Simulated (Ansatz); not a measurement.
Reaction (formal exchange of groups at a Zr–F bond): `C[O][Zr]([NH2])([OH])[F]` + CH₄ → `C[O][Zr]([CH3])([NH2])[OH]` + H–F

Computed with Ansatz on PBE0-D4/def2-TZVP structures; ΔE is electronic, products minus reactants. CCSD(T)/CBS adds triple-zeta CCSD(T) − MP2 to the extrapolated MP2 energy (def2 sets, frozen cores). This one scheme is used for every species. Functionals use def2-TZVPP. B3LYP here is the variant with VWN-RPA as its local correlation; programs differ in this. Elements past krypton have def2 core potentials. For Zr outer-core shells are correlated without core-valence functions, which leaves a few kJ/mol of doubt a bond. Each species was taken in one conformer, which may not be the lowest.

| level | ΔE (kcal/mol) | difference from CCSD(T)/CBS |
| --- | --- | --- |
| PBE-D4 | 54.6 | 1.7 |
| r2SCAN-D4 | 56.9 | 4.0 |
| PBE0-D4 | 54.1 | 1.2 |
| B3LYP-D4 | 56.3 | 3.4 |
| ωB97X-V | 57.0 | 4.1 |
| ωB97M-V | 55.6 | 2.7 |
| B2PLYP | 56.8 | 3.9 |
| PBE | 55.5 | 2.6 |
| r2SCAN | 57.2 | 4.3 |
| PBE0 | 55.0 | 2.1 |
| B3LYP | 57.8 | 4.9 |
| HF/def2-TZVPP | 59.4 | 6.5 |
| MP2/def2-TZVPP | 53.3 | 0.4 |
| SCS-MP2/def2-TZVPP | 54.7 | 1.8 |
| CCSD/def2-TZVPP | 53.8 | 0.9 |
| CCSD(T)/def2-TZVPP | 53.3 | 0.4 |
| HF/def2-QZVPP | 59.6 | 6.7 |
| MP2/def2-QZVPP | 53.2 | 0.3 |
| SCS-MP2/def2-QZVPP | 54.5 | 1.6 |
| HF/CBS(def2) | 59.6 | 6.7 |
| MP2/CBS(def2) | 52.9 | 0.0 |
| CCSD/CBS(def2) | 53.5 | 0.6 |
| CCSD(T)/CBS | 52.9 | 0 |

Largest T1 diagnostic among the species: 0.016.

In def2-TZVPP, CCSD(T) changes the Hartree–Fock value by −6.1 kcal/mol (the triples alone add −0.6 kcal/mol) and MP2 by −6.1 kcal/mol. The D4 term adds −1.5 kcal/mol with B3LYP and −0.9 kcal/mol with PBE0; it sums over pairs of atoms, weighted by their polarisabilities, and B3LYP, whose exchange is more repulsive, gets the larger term.
